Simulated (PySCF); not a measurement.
## Spectroscopy problems

How the numbers were obtained: shieldings: GIAO PBE0/pcSseg-1, J couplings at B3LYP/pcJ-1 (spin–dipole term left out of most H,H and C,H couplings), coordinates at the GFN2-xTB level, in PySCF 2.14 (no relativistic terms, fast rotation and ring inversion assumed for equivalent nuclei, isolated molecule, one conformer).

Chemical shifts δ = σref − σ; TMS for ¹H and ¹³C, all at this level. Multiplet labels drop J under 1 Hz and among equivalent protons, and merge close values. Unscaled 3J(H,H) run several per cent high. Splittings of carbon signals by F and P are missing where no couplings were computed. Where no couplings were computed, multiplicities follow the n + 1 count of equivalent neighbours, and m marks all less simple cases (inequivalent or close neighbours, rings, F or P nearby). Shifts are as computed. Against solution values, carbons near 30 ppm lie about +3 ppm off and those near 130 ppm about +5 ppm. Of 1211 compounds with measured shifts, 218 miss one by over three times the rms of a fit or turn the order of signals round; such compounds aren't used in these exercises. OH and NH positions are gas-phase values without hydrogen bonding to other molecules.

Task: C₃H₈N₂. ¹H NMR (300 MHz, computed): δ 2.72 (br s, 2H), 2.13 (tt, J = 7.8, 4.3 Hz, 1H), 1.26 (br s, 1H), 0.46 (m, 2H), 0.11 (m, 2H). ¹³C{¹H} NMR (computed): δ 40.7 (CH), 5.8 (CH2). Give a structure.

Result: `InChI=1S/C3H8N2/c4-5-3-1-2-3/h3,5H,1-2,4H2`. The formula gives 1 degree of unsaturation (1 ring in the answer). 2 carbon signals for 3 carbons: some carbons are equivalent by symmetry or fast rotation. Carbon types of the structure: 1 × CH, 2 × CH2, leaving 3 H on heteroatoms. δC 40.7, 5.8: three-membered-ring carbon. δH 2.72, 1.26: hydrogen on a nitrogen bonded to O or N; exchangeable, gas-phase position. δH 2.13, 0.46, 0.11: hydrogen on a three-membered-ring carbon.

The shifts were computed for this structure.

Task: C₅H₇FO₃. ¹H NMR (600 MHz, computed): δ 6.17 (m, 1H), 5.25 (m, 1H), 5.09 (m, 1H), 4.96 (m, 1H), 2.19 (s, 3H). ¹³C{¹H} NMR (computed): δ 176.3, 118.8, 76.9, 71.2, 22.5. What is it?

Result: `CC(=O)O[C@@H]1CO[C@@H]1F`. Rings plus π bonds: 2 (1 ring in the answer). 5 carbon signals for 5 carbons: no two carbons are equivalent. Carbon types of the structure: 1 × C, 2 × CH, 1 × CH2, 1 × CH3, which accounts for all hydrogens. δC 176.3: ester carbonyl carbon; lone-pair donation from the attached heteroatom keeps it upfield of a ketone carbonyl. δC 118.8: sp3 CH bonded to F and O; 2 electronegative neighbours deshield it. δC 76.9: sp3 CH2 bonded to O; the inductive effect lowers its shielding. δC 71.2: sp3 CH bonded to O; the inductive effect lowers its shielding.

The data come from this structure; uniqueness wasn't tested.
